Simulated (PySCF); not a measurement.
Molecule: SMILES C1=CSC=C1C(=O)O, C$_{5}$H$_{4}$O$_{2}$S.

Atom-mapped SMILES (the numbers label the heavy atoms): `[O:1]=[C:2]([OH:3])[c:4]1[cH:5][cH:6][s:7][cH:8]1`. Hydrogens are named by the atom that carries them.

Geometry PBE0-D3(BJ)/def2-SVP throughout; GIAO in PySCF 2.14.0 with density-fitted response routines, gas phase, one conformer, non-relativistic; equivalent atoms averaged; basis pcSseg-1.

(1) How do the absolute shieldings σ depend on the functional? (a selection of nuclei; ppm; last column core-seconds on shared hosts with different chips, so compare them loosely)

(2) Which nucleus among those listed moves most, in ppm?

Results:

(1) 
```
functional                    kind     O3    C2    C8    C5    C6     S7  H(C8)  H(C5)  H(O3)  core-s
        HF            Hartree–Fock  164.1  22.2  38.4  53.9  55.3  327.1  23.26  23.69  25.58      13
       PBE                     GGA  121.6  19.8  44.7  46.6  50.5  234.9  23.47  23.49  25.77      38
      BP86                     GGA  122.0  19.2  43.9  46.2  49.9  232.0  23.53  23.55  25.82      38
      OPBE                     GGA  128.6  31.6  55.8  57.0  61.8  274.2  23.42  23.44  25.72      38
       KT2                     GGA  130.0  29.9  56.4  58.0  62.3  283.1  23.56  23.55  25.91      26
      PBE0           global hybrid  133.6  20.1  43.3  48.7  51.3  257.6  23.30  23.42  25.59      16
      WP04           global hybrid  124.3   7.0  27.8  36.3  37.0  212.7  23.79  24.02  25.71      27
     B97-2           global hybrid  134.9  22.4  45.7  51.0  53.7  264.3  23.47  23.59  25.74      26
 CAM-B3LYP  range-separated hybrid  136.2  13.8  35.5  43.8  44.7  240.5  23.34  23.56  25.59      23
```

(2) S7 (aromatic ring sulfur): from 212.7 ppm with WP04 to 327.1 ppm with HF. The smallest spread is 0.32 ppm, at H(O3). Proton shifts span only some 12 ppm, so a few tenths of a ppm matter as much there as several ppm in carbon.
